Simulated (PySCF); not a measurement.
Computed spin Hamiltonian

Species: CH6ClFPSi2 (doublet state).
Z-matrix (Å and degrees, GFN2-xTB geometry), rows numbered from 1:
```
F 
C   1  1.3506
Cl  2  1.7082  1  111.41
Si  2  1.8642  1  119.23  3  -152.31
Si  4  2.3552  2  113.26  1    78.90
P   5  2.2439  4  114.54  2    96.75
H   4  1.4668  2  103.42  1  -159.53
H   4  1.4633  2  104.47  1   -44.15
H   5  1.4685  4  112.64  2   -22.97
H   5  1.4694  4  111.72  2  -143.45
H   6  1.3842  5   95.67  4    46.90
H   6  1.3840  5   95.62  4   -46.03
```

The hyperfine couplings belong to this conformer and change with its torsions.

The species is `F[C](Cl)[SiH2][SiH2]P` [radical].

Computed, not measured: PySCF 2.14.0, UKS B3LYP, pcH-1 on C Cl F H P Si, non-relativistic, mean-field spin-orbit, GIAO. Geometry: GFN2-xTB, one conformer, isolated molecule. A GFN2-xTB geometry isn't a minimum of the functional, and hyperfine couplings can be far from their values at a DFT geometry. Stability of the SCF solution: not tested.

| Property | Result |
| --- | --- |
| g1, g2, g3 | 2.00128, 2.00698, 2.01146 |
| g_iso | 2.00657 |
| Form of g | rhombic: the two nearest values differ by 44 % of g3 − g1 |
| ⟨S²⟩ | 0.7540 (exact 0.7500) |
| α and β electrons | 41, 40 |

Isotropic coupling and dipolar principal values T1 to T3, in G (MHz turned into gauss with g_iso; 10 G = 1 mT):

```
atom  isotope  a_iso  of which spin–orbit     T1     T2     T3  Mulliken spin population
  F1      19F   54.4                  1.1  -85.5  -75.2  160.8                      0.06
  C2      13C   68.9                  0.2  -27.4  -26.6   54.0                      0.80
 Cl3     35Cl    3.3                  0.0   -9.9   -6.9   16.8                      0.08
 Si4     29Si    5.5                  0.0   -1.3   -0.3    1.6                     -0.03
 Si5     29Si  -21.9                  0.0   -4.8    2.3    2.5                      0.06
  P6      31P    0.1                  0.0   -1.8   -1.4    3.2                      0.01
  H7       1H    3.4                  0.0   -1.3   -0.9    2.2                      0.00
  H8       1H    3.4                  0.0   -1.3   -0.9    2.1                      0.00
  H9       1H   -1.1                  0.0   -0.6   -0.3    0.9                      0.00
 H10       1H    5.7                  0.0   -0.5   -0.1    0.6                      0.01
 H11       1H    0.4                  0.0   -0.2   -0.2    0.4                      0.00
 H12       1H    0.3                  0.0   -0.4   -0.2    0.6                      0.00
```

Largest spin populations (Mulliken): C2 (+0.80), Cl3 (+0.08) and F1 (+0.06). C2 is the only atom above +0.15. The angles at C2 add up to 353.4°, so it is slightly pyramidal.

Axes: g3 points within 5° of the F1–C2 bond.

Under fast tumbling the dipolar parts average out, and these isotropic splittings remain: 1 × 19F (F1, I = 1/2, 2 lines) with 5.44 mT, 2 × 1H (H7/H8, I = 1/2, 3 lines) with 0.34 mT, 1 × 35Cl (Cl3, I = 3/2, 4 lines) with 0.33 mT, 2 × 1H (H9/H10, I = 1/2, 3 lines) with 0.23 mT and 2 × 1H (H11/H12, I = 1/2, 3 lines) with 0.04 mT.

Means are taken over nuclei equivalent by connectivity, which assumes that they swap fast. The 1H value of +6.3 MHz is a mean of couplings from -3.2 to 15.9 MHz in this one geometry, not an average over conformers.

Main isotope only: 35Cl (natural samples also hold 24 % 37Cl, magnetic too, which adds its own pattern).

The 29Si coupling of Si5 (-61.4 MHz) shows only in satellite lines or after enrichment, since that isotope makes up about 4.7 % of natural silicon.

The 13C coupling of C2 (193.4 MHz) shows only in satellite lines or after enrichment, since that isotope makes up about 1.07 % of natural carbon.
